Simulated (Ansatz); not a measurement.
Abridged output of a molecular run in Ansatz:

```
Functional definition: HF
1469 factors; integrals over basis functions are off by at most 1.2e-3 eV
mean field evaluation 1: about -21574.5174 eV, gradient 3.9e1 eV
mean field evaluation 2: about -21574.8047 eV, gradient 3.9e1 eV
mean field evaluation 4: about -21578.7026 eV, gradient 3.8e0 eV
mean field evaluation 8: about -21578.7817 eV, gradient 3.8e-1 eV
mean field evaluation 16: about -21578.7827 eV, gradient 1.5e-6 eV
mean field -21578.78274458 eV, -793.0056392392 hartree, gradient 1.5e-6 eV, S^2 0.000000; 0 other end points of the search recorded, 0 dependent functions left out
13 core orbitals not correlated: weight in the atoms' cores, before any rotation towards them, 1.000 or more for the frozen orbitals, at most 0.000 for the correlated occupied ones
reference -21578.78274458 eV, -793.0056392392 hartree; 14, 14 occupied and 220, 220 virtual orbitals, 1469 factors
second order -22.20287431 eV of doubles, -0.00000000 eV of singles
cycle   1  -22.57260320 eV  change   -3.7e-1 eV  update   1.1e-1
cycle   2  -23.19647234 eV  change   -6.2e-1 eV  update   3.5e-2
cycle   3  -23.33614364 eV  change   -1.4e-1 eV  update   1.8e-2
cycle   4  -23.32542232 eV  change    1.1e-2 eV  update   4.4e-3
cycle   5  -23.32334803 eV  change    2.1e-3 eV  update   2.0e-3
cycle   6  -23.32386409 eV  change   -5.2e-4 eV  update   6.1e-4
cycle   7  -23.32360126 eV  change    2.6e-4 eV  update   2.0e-4
cycle   8  -23.32350088 eV  change    1.0e-4 eV  update   7.0e-5
cycle   9  -23.32350948 eV  change   -8.6e-6 eV  update   2.6e-5
perturbative correction -1.05330436 eV, -0.0387082215 hartree
Total energy: -21603.15955843 eV, -793.9014706249 hartree
```

Its atoms:

```xyz
10

O     0.459   -1.397   -1.571
C     0.119   -0.716   -0.458
S    -0.359   -1.811    0.831
C     0.134    0.624   -0.329
Al   -0.331    1.654    1.216
H     0.714   -0.756   -2.246
H    -0.154   -2.924    0.110
H     0.453    1.155   -1.229
H    -0.800    0.935    2.550
H    -0.235    3.236    1.126
```

Task: Which basis set was used?
A. cc-pV(D+d)Z
B. def2-TZVPP
C. def2-SVPD
D. cc-pV(Q+d)Z

Result: B. It gives 247 functions.

Task: Write the keys of the input that set method, charge and spin (a neutral closed shell needs none for the last two).

Result: 
```yaml
correlation: {method: ccsd_t}
```
